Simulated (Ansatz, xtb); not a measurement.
CBFTe: where a starting geometry ends

The starting geometry of this gas-phase triplet was built from a drawn formula by distance geometry and a force field; its bonds are those of `[B]C(F)=[Te]`.

```json
{"atom": "C", "x (Å)": "-0.7449", "y (Å)": "-1.6866", "z (Å)": "0.9128"}
{"atom": "B", "x (Å)": "-1.3524", "y (Å)": "-1.2583", "z (Å)": "2.2656"}
{"atom": "F", "x (Å)": "-1.0173", "y (Å)": "-2.9120", "z (Å)": "0.4086"}
{"atom": "Te", "x (Å)": "0.4690", "y (Å)": "-0.5134", "z (Å)": "-0.0281"}
```

Problem. Predict what it relaxes into with r2SCAN-D4/def2-SVP.

Solution. A new bond forms, giving a structure given below by its coordinates. Distances that change by over a tenth: C1–Te4 (1.93 → 2.18 Å). Contacts that close: B2–Te4 (3.02 → 2.22 Å).

The energy falls by 1.21 eV over 8 steps:

```json
{"step": "1", "E − E(last) (eV)": "1.210"}
{"step": "2", "E − E(last) (eV)": "0.869"}
{"step": "3", "E − E(last) (eV)": "0.612"}
{"step": "4", "E − E(last) (eV)": "0.324"}
{"step": "5", "E − E(last) (eV)": "0.043"}
{"step": "6", "E − E(last) (eV)": "0.020"}
{"step": "7", "E − E(last) (eV)": "0.000"}
{"step": "8", "E − E(last) (eV)": "0.000"}
```

Final geometry (Å):

```xyz
4

C    -0.8875   -1.9798    0.9499
B    -0.9909   -0.9602    1.9308
F    -1.1063   -3.1274    0.3935
Te    0.3392   -0.3029    0.2849
```

From the same start GFN2-xTB reaches the same bonding as this run.

No frequencies were run, so the end isn't proven a minimum. Open shells are spin-unrestricted. The triplet needn't be the ground state. Atoms past krypton carry core potentials, without spin–orbit terms. Run with Ansatz 0.2.0, 61 s on 1 thread of Arm Neoverse V1 (shared host).
